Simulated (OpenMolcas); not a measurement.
**Co2+: ligand-field states by method**

Co2+ with its 6 nearest fluoride ions at 2.014 Å, on the Ga site of K2NaGaF6 (a = 8.246 Å, distance in the model lattice 1.938 Å). The rest of the host is ab initio model potentials to 7.6 Å, with orthogonalisation functions on the cations behind the ligands, and point charges beyond; the distance is set by hand and nothing relaxes, and no local charge compensation is placed. Ligand basis ANO-RCC-VDZP.
```
Co    0.0000    0.0000    0.0000
F     2.0140    0.0000    0.0000
F     0.0000    2.0140    0.0000
F    -2.0140    0.0000    0.0000
F     0.0000   -2.0140    0.0000
F     0.0000    0.0000    2.0140
F     0.0000    0.0000   -2.0140
```

```yaml
Program: OpenMolcas
Basis: ANO-RCC-VTZP [6s5p3d2f1g]
Scalar_Hamiltonian: DKH2, point nucleus
Active_space: 7 electrons in 5 orbitals (3d)
State_averaging: 2S+1 = 4 even, 10 roots; 2S+1 = 2 even, 40 roots
Spin-orbit_coupling: state interaction with AMFI integrals over the reference wave functions
```

I. CASSCF
II. SS-CASPT2, IPEA 0.25 Eh, imaginary shift 0.1 Eh (closed shells correlated: 3s 3p and the ligand valence shells)

Spin-free states (labels of O, the rotations of Oh) in cm-1, each column counted from its own energy of the first state listed:

```json
{"State": "4T1", "Degeneracy": "3", "I": "0", "II": "0"}
{"State": "4T2", "Degeneracy": "3", "I": "6569", "II": "8620"}
{"State": "4A2", "Degeneracy": "1", "I": "14327", "II": "18010"}
{"State": "2E", "Degeneracy": "2", "I": "14761", "II": "11520"}
{"State": "2T1", "Degeneracy": "3", "I": "20060", "II": "16960"}
{"State": "2T2", "Degeneracy": "3", "I": "20380", "II": "17560"}
{"State": "4T1", "Degeneracy": "3", "I": "23686", "II": "21550"}
{"State": "2A1", "Degeneracy": "1", "I": "24722", "II": "22600"}
{"State": "2T1", "Degeneracy": "3", "I": "25959", "II": "20610"}
{"State": "2T2", "Degeneracy": "3", "I": "28842", "II": "25850"}
{"State": "2T1", "Degeneracy": "3", "I": "29475", "II": "27770"}
{"State": "2E", "Degeneracy": "2", "I": "31549", "II": "28950"}
{"State": "2T2", "Degeneracy": "3", "I": "34740", "II": "32140"}
{"State": "2E", "Degeneracy": "2", "I": "35327", "II": "34640"}
{"State": "2T1", "Degeneracy": "3", "I": "35342", "II": "34270"}
{"State": "2T2", "Degeneracy": "3", "I": "46964", "II": "39480"}
{"State": "2T1", "Degeneracy": "3", "I": "48037", "II": "41960"}
{"State": "2A2", "Degeneracy": "1", "I": "48789", "II": "42190"}
{"State": "2E", "Degeneracy": "2", "I": "72369", "II": "62530"}
{"State": "2T2", "Degeneracy": "3", "I": "72579", "II": "62350"}
```

From I to II, I's first state of the same spin (4T2) moves from 6569 to 8620 cm-1, by about +2000 cm-1.

From I to II, I's first state of another spin (2E) moves from 14761 to 11520 cm-1, by about -3200 cm-1.

I: A least-squares ligand-field fit to the states below 45000 cm-1, each weighted by its degeneracy and with a free common offset, gives 10Dq = 7417 cm-1, B = 1215 cm-1 and C = 4480 cm-1 (C/B = 3.69), with an rms deviation of 125 cm-1. The same method and metal basis give the free ion B = 1229 cm-1 (fit to its terms below 60000 cm-1, rms deviation 20 cm-1), so the nephelauxetic ratio is β = 1215 / 1229 = 0.99; it hangs on how both fits weigh the states, and computed free-ion B values tend to be too large, so β mixes covalency with correlation.

χT at 300 K: I 3.57, II 3.50 cm3 K/mol.

Roots that are degenerate in the reference are averaged as groups; the widest CASPT2 spread within a group is 42 cm-1 (the 2-fold group of multiplicity 2 near 28900 cm-1 above the lowest state of its run, II). Shifts and gaps below about the spread of the groups concerned are not significant. Over all roots computed the reference weight is 0.72 to 0.74 in II; a low but even weight reflects the number of correlated electrons. An orbital triplet at a regular site is open to Jahn-Teller coupling, which can distort the site and quench the lowest spin-orbit gaps and is left out. Ligand-to-metal charge-transfer states are missing. Without dynamic correlation the repulsion within the d shell is too large (B by tens of per cent), so at a given field states of lower spin stand too high (holds for I). With no ligand orbital active B as a rule stays too high, so bands that hang on it stand too high and its fall with covalency is understated (holds for I). With metal d orbitals alone and no dynamic correlation 10Dq can be off by a tenth to a fifth, either way, in oxide and fluoride hosts (holds for I). A single d shell leaves out the double-shell effect, which counts most for late 3d ions, where the CASPT2 field can be off either way by tens of per cent (holds for II). These CASPT2 states fit no ligand-field parameters well, so their order and spin gaps are uncertain (holds for II). For late 3d ions with one d shell CASPT2 can put B and the spin-flip bands somewhat low as well as high (holds for II). With one d shell and no ligand orbital active, 10Dq can be off by tens of per cent for divalent 3d ions, low with halides held by bare charges and at times high in hosts (holds for II). Free-ion shares, where given, are those of the reference states; single-state CASPT2 does not remix them (holds for II). No measured value stands beside these numbers; the geometry was set by hand and not optimised.
